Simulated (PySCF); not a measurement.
ClK, charge +1, doublet, at a GFN2-xTB geometry (such geometries of metal compounds can be far from the true shape) (a state made from the parent by changing its charge; the spin is typed, not shown lowest); SVWN5/3-21G in PySCF.

The PySCF input:
```python
from pyscf import gto, scf, dft

mol = gto.M(
    atom='''
K    -0.00000000   -0.00000000   -1.52949124
Cl    0.00000000    0.00000000    1.70943139
''',
    basis='3-21g',
    charge=1,
    spin=1,
    verbose=3,
)

mf = dft.UKS(mol)
mf.xc = 'lda,vwn'
mf.kernel()
```

The log (banner, timings and long lists left out):

```
SCF not converged.
SCF energy = -1051.43835156926 after 50 cycles  <S^2> = 0.75078773  2S+1 = 2.0007876
```

Convergence was not reached.
